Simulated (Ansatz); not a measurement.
`C#CB(C)C` and `C[B](C)[AlH2]` differ in one atom or group.

Ansatz, PBE0-D4/def2-TZVP geometries, multiplicity 1. 

```json
{"property": "HOMO energy (PBE/def2-TZVPP) / eV", "`C#CB(C)C`": "-6.54"}
{"property": "HOMO–LUMO gap (B3LYP/def2-TZVPP) / eV", "`C#CB(C)C`": "5.94"}
{"property": "LUMO energy (ωB97M-V/def2-TZVPP) / eV", "`C#CB(C)C`": "0.63"}
{"property": "HOMO–LUMO gap (PBE0/def2-TZVPP) / eV", "`C#CB(C)C`": "6.36"}
{"property": "LUMO energy (B3LYP/def2-TZVPP) / eV", "`C#CB(C)C`": "-1.61"}
{"property": "HOMO energy (ωB97M-V/def2-TZVPP) / eV", "`C#CB(C)C`": "-10.03"}
```

(1) What does the change do to each property? (Estimate.)

Answers

(1) Computed: 
| property | `C[B](C)[AlH2]` | shift |
| --- | --- | --- |
| HOMO energy (PBE/def2-TZVPP) / eV | -5.61 | 0.93 |
| HOMO–LUMO gap (B3LYP/def2-TZVPP) / eV | 4.96 | -0.98 |
| LUMO energy (ωB97M-V/def2-TZVPP) / eV | 0.15 | -0.48 |
| HOMO–LUMO gap (PBE0/def2-TZVPP) / eV | 5.33 | -1.03 |
| LUMO energy (B3LYP/def2-TZVPP) / eV | -1.62 | -0.01 |
| HOMO energy (ωB97M-V/def2-TZVPP) / eV | -8.84 | 1.19 |

B3LYP here is the variant with VWN-RPA as its local correlation; programs differ in this.
